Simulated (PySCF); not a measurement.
As(OH)₃: from structure and modes to constants

Computed with PySCF, PBE0, basis As def2-TZVP, O def2-TZVP, H def2-TZVP (no relativity, density fitting).

The singlet minimum has C1 symmetry. Masses (u): As 74.92160, O 15.99492, H 1.00782.

```xyz
7
charge 0 multiplicity 1, angstrom
As    0.0224    0.3644   -0.0719
O     0.1846   -0.2470    1.5801
O     1.2300   -0.6347   -0.8901
O    -1.4421   -0.6378   -0.3377
H    -0.5322   -0.8679    1.7573
H     1.2186   -1.5414   -0.5610
H    -1.8785   -0.4260   -1.1678
```

Harmonic wavenumbers (cm⁻¹): 96.8 (a, ×1), 208.7 (a, ×1), 281.4 (a, ×1), 297.2 (a, ×1), 325.2 (a, ×1), 371.3 (a, ×1), 661.5 (a, ×1), 691.9 (a, ×1), 719.8 (a, ×1), 942.7 (a, ×1), 949.7 (a, ×1), 989.4 (a, ×1), 3827.8 (a, ×1), 3829.1 (a, ×1), 3876.3 (a, ×1).

What is the harmonic zero-point energy?

Half the sum of all 15 wavenumbers, 18069/2 = 9034 cm⁻¹, which is 108.1 kJ/mol (1 cm⁻¹ = 0.0119627 kJ/mol).

Find the vibrational entropy and heat capacity at 298.15 K.

With u = 1.43878 ω/T, each mode gives S = R[u/(eᵘ−1) − ln(1−e⁻ᵘ)] and C = R u² eᵘ/(eᵘ−1)².
```json
{"ω (cm⁻¹)": "96.8", "u": "0.467", "S (J/(mol K))": "14.71", "C (J/(mol K))": "8.16"}
{"ω (cm⁻¹)": "208.7", "u": "1.007", "S (J/(mol K))": "8.60", "C (J/(mol K))": "7.65"}
{"ω (cm⁻¹)": "281.4", "u": "1.358", "S (J/(mol K))": "6.38", "C (J/(mol K))": "7.15"}
{"ω (cm⁻¹)": "297.2", "u": "1.434", "S (J/(mol K))": "5.99", "C (J/(mol K))": "7.02"}
{"ω (cm⁻¹)": "325.2", "u": "1.569", "S (J/(mol K))": "5.37", "C (J/(mol K))": "6.80"}
{"ω (cm⁻¹)": "371.3", "u": "1.792", "S (J/(mol K))": "4.50", "C (J/(mol K))": "6.41"}
{"ω (cm⁻¹)": "661.5", "u": "3.192", "S (J/(mol K))": "1.49", "C (J/(mol K))": "3.79"}
{"ω (cm⁻¹)": "691.9", "u": "3.339", "S (J/(mol K))": "1.32", "C (J/(mol K))": "3.53"}
{"ω (cm⁻¹)": "719.8", "u": "3.473", "S (J/(mol K))": "1.19", "C (J/(mol K))": "3.31"}
{"ω (cm⁻¹)": "942.7", "u": "4.549", "S (J/(mol K))": "0.49", "C (J/(mol K))": "1.86"}
{"ω (cm⁻¹)": "949.7", "u": "4.583", "S (J/(mol K))": "0.48", "C (J/(mol K))": "1.82"}
{"ω (cm⁻¹)": "989.4", "u": "4.775", "S (J/(mol K))": "0.41", "C (J/(mol K))": "1.63"}
{"ω (cm⁻¹)": "3827.8", "u": "18.472", "S (J/(mol K))": "0.00", "C (J/(mol K))": "0.00"}
{"ω (cm⁻¹)": "3829.1", "u": "18.478", "S (J/(mol K))": "0.00", "C (J/(mol K))": "0.00"}
{"ω (cm⁻¹)": "3876.3", "u": "18.706", "S (J/(mol K))": "0.00", "C (J/(mol K))": "0.00"}
```
The sums over all modes are S = 50.9 and C = 59.1 J/(mol K); the softest mode gives 29 % of the entropy.

This need not be the most stable arrangement of these atoms.
